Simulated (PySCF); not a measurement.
**Electron correlation in C (carbon, neutral)**

[He] 2s1 2p3, high-spin 5S determinant (an excited configuration). All numbers are calculated (PySCF 2.14, the spin-free X2C one-electron Hamiltonian (Gaussian nucleus), in aug-cc-pVDZ-DK). Frozen: 1s2; 4 electrons correlated.

MP2 pair energies summed by pair of shells (mhartree):

```
 pair  energy  share (%)
2p-2p  -17.09       83.3
2s-2p   -3.44       16.7
```

Total MP2 correlation energy: -20.53 mhartree.

Same-spin part -20.53 and opposite-spin part 0.00 mhartree; SCS-MP2 scales them by 1/3 and 6/5 to -6.84 mhartree.
